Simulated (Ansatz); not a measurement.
`C=C([SiH3])[TeH]` + PH₃ → `P[TeH]` + `C=C[SiH3]` at 298.15 K and 1 bar (ligand exchange at a Te–C bond).

Isolated molecules relaxed with PBE0-D4/def2-TZVP in Ansatz; ΔE leaves out vibrations. CCSD(T)/CBS is the MP2 limit (def2-TZVPP, def2-QZVPP) plus CCSD(T) − MP2 in def2-TZVPP, frozen cores. This one scheme is used for every species. def2 core potentials past Kr. For Te outer-core shells are correlated without core-valence functions, which leaves a few kJ/mol of doubt a bond.

```json
{"species": "`C=C([SiH3])[TeH]`", "CCSD(T)/CBS energy (Eh)": "-636.48095", "H − E (kJ/mol)": "187.7", "S (J/(mol·K))": "354.7"}
{"species": "PH₃", "CCSD(T)/CBS energy (Eh)": "-342.72256", "H − E (kJ/mol)": "73.1", "S (J/(mol·K))": "210.2"}
{"species": "`P[TeH]`", "CCSD(T)/CBS energy (Eh)": "-610.46278", "H − E (kJ/mol)": "77.5", "S (J/(mol·K))": "290.3"}
{"species": "`C=C[SiH3]`", "CCSD(T)/CBS energy (Eh)": "-368.76077", "H − E (kJ/mol)": "190.7", "S (J/(mol·K))": "286.4"}
```

H − E and S are ideal-gas, rigid-rotor, harmonic terms from PBE0-D4/def2-TZVP, for one conformer and one mirror image of each species. 1 Eh = 2625.50 kJ/mol, R = 8.31446 J/(mol·K).

Question: By hand: ΔE, ΔH, ΔS and ΔG.

Answer: ΔE = (-610.46278) + (-368.76077) − (-636.48095) − (-342.72256) = -0.02004 Eh = -52.6 kJ/mol. Δ(H − E) = 77.5 + 190.7 − 187.7 − 73.1 = 7.4, so ΔH = -45.2 kJ/mol. ΔS = 290.3 + 286.4 − 354.7 − 210.2 = 11.8 J/(mol·K). ΔG = -45.2 − 298.15 × (11.8)/1000 = -48.7 kJ/mol.

Question: By hand: the equilibrium constant, and the temperature at which ΔG would vanish if ΔH and ΔS stayed fixed.

Answer: log₁₀ K = −ΔG/(RT ln 10) = 8.5. ΔH and −TΔS have one sign here, so there is no such temperature.

The number of gas molecules stays the same, so ΔS is small and ΔH decides. A doubt of 5 kJ/mol in ΔE shifts log₁₀ K by 0.9 here. Other conformers and mirror images would add mixing entropy, several J/(mol·K) or more a flexible species. These are equilibria of isolated gas molecules and say nothing of rates. Largest T1 diagnostic: 0.013 (customary marks: 0.02 for closed shells, 0.045 for open ones).

ΔS is within the doubt of such terms, so its sign, and with it that verdict, could turn.
